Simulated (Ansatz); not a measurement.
CH4Cl2SSn (`C[S][SnH]([Cl])[Cl]`), relaxed with RKS PBE0-D4/def2-TZVP in the Gaussian-basis code of Ansatz from a PBE-D4/def2-SVP geometry. The force threshold is 0.005 eV/Å; the program also tests the step.

Total charge 0; spin multiplicity 1. Sn: def2 effective core potential.

Start:

```xyz
9

C    -0.618    0.521   -1.417
S     0.915    1.128   -0.599
Sn    0.836   -0.299    1.342
Cl    0.760   -2.549    0.596
Cl   -1.257    0.034    2.406
H    -1.504    0.694   -0.778
H    -0.717    1.112   -2.347
H    -0.533   -0.552   -1.674
H     2.119   -0.089    2.471
```

```tsv
step	energy (eV)	largest force (eV/Å)	largest move (Å)
1	-42806.1939	0.563	0.000
2	-42806.2564	0.293	0.076
3	-42806.2697	0.130	0.030
4	-42806.2707	0.074	0.022
5	-42806.2711	0.024	0.007
6 (rejected)	-42806.2710	0.023	0.017
7	-42806.2712	0.006	0.008
8	-42806.2712	0.002	0.002
```

End:

```xyz
9

C    -0.615    0.518   -1.409
S     0.894    1.100   -0.576
Sn    0.823   -0.297    1.326
Cl    0.751   -2.508    0.620
Cl   -1.217    0.008    2.393
H    -1.495    0.696   -0.793
H    -0.693    1.106   -2.324
H    -0.537   -0.537   -1.668
H     2.090   -0.085    2.431
```

Run time 51 s (4 threads of a server CPU on a shared host); peak host memory 0.82 GiB.
